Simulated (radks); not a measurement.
Re55+, 20 electrons, occupied as [Ar] 3d2. All-electron calculation, Dirac Kohn-Sham, PBE, spin-unpolarised, spherical densities, point nucleus; open shells are shared between the two j in proportion to 2j + 1. Program: a radial shooting solver on a logarithmic mesh with Libxc functionals. Some entries of the table are withheld. Estimate them.

orbital,occ.,eigenvalue (eV),r(max) (bohr)
1s1/2,2,-75413.78,0.01123
2s1/2,2,-16152.42,0.06450
2p1/2,2,-15648.94,0.04787
2p3/2,4,-14189.43,0.05472
3s1/2,2,-6167.415,0.1757
3p1/2,2,(1),0.1636
3p3/2,4,(2),0.1762
3d3/2,0.8,-5317.247,0.1356
3d5/2,1.2,-5232.629,0.1391

Answer. 
(1) 3p1/2 eigenvalue (eV): -5969.765
(2) 3p3/2 eigenvalue (eV): -5602.960
